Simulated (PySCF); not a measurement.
Job for PySCF: R-B3LYP/6-31G* on SiH4 (SMILES [SiH4]) with ghost functions.

```python
from pyscf import gto, scf, dft, mp
from pyscf.data.elements import chemcore

mol = gto.M(
    atom='''
    Si   -0.03857794    0.13558998    3.06351546
    H     0.04706272   -1.01661469    2.12283321
    H     1.04912552    1.08375130    2.74879942
    H     0.11493499   -0.39663436    4.43364780
    H    -1.35700447    0.78090115    2.90078370
    ghost-F   -0.20220298   -0.42935252   -0.46784282
    ghost-H   -0.10078953   -0.77048519    0.39115753
    ''',
    basis='6-31g*',
    cart=True,
    charge=0, spin=0, verbose=3, max_memory=1800)
mf = dft.RKS(mol, xc='b3lyp')
mf.conv_tol = 1e-8
mf.max_cycle = 100
mf.kernel()
if not mf.converged:
    mf = mf.newton().run(mf.mo_coeff, mf.mo_occ)
```

Program output:

```
converged SCF energy = -291.883578764965
```

Self-consistency was reached.

Cost: roughly 2.2 core-seconds.
